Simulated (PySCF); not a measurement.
# Multinuclear NMR of C6H14N2

Numbering as in the mapped SMILES `[CH3:1]/[CH:2]=[C:3](\[CH2:4][NH2:5])[CH2:6][CH2:7][NH2:8]` (H(Xn): hydrogen on atom n).

Theoretical values (PySCF 2.14): geometry: PBE0-D3(BJ)/def2-SVP, shieldings: GIAO PBE0/pcSseg-1. One averaged value for each set of equivalent atoms, non-relativistic Hamiltonian, one computed conformer, isolated molecule.

Q: Where does ¹⁵N resonate?

A: 
```json
{"atoms": "N8", "environment": "amine nitrogen", "σ (ppm)": "227.8", "δ (ppm)": "-359.0"}
{"atoms": "N5", "environment": "amine nitrogen", "σ (ppm)": "228.8", "δ (ppm)": "-360.0"}
```

Shieldings were converted by a linear fit to measured shifts: ¹⁵N: δ = -150.45 − 0.916σ (rms 7.2 ppm, 79 shifts vs CH3NO2, solution or neat liquid). Occasional misses reach two or three times the rms, and more in compound classes unlike the fitted ones.

On a 500 MHz spectrometer ¹⁵N resonates near 50.7 MHz, so 1 ppm is 50.7 Hz.
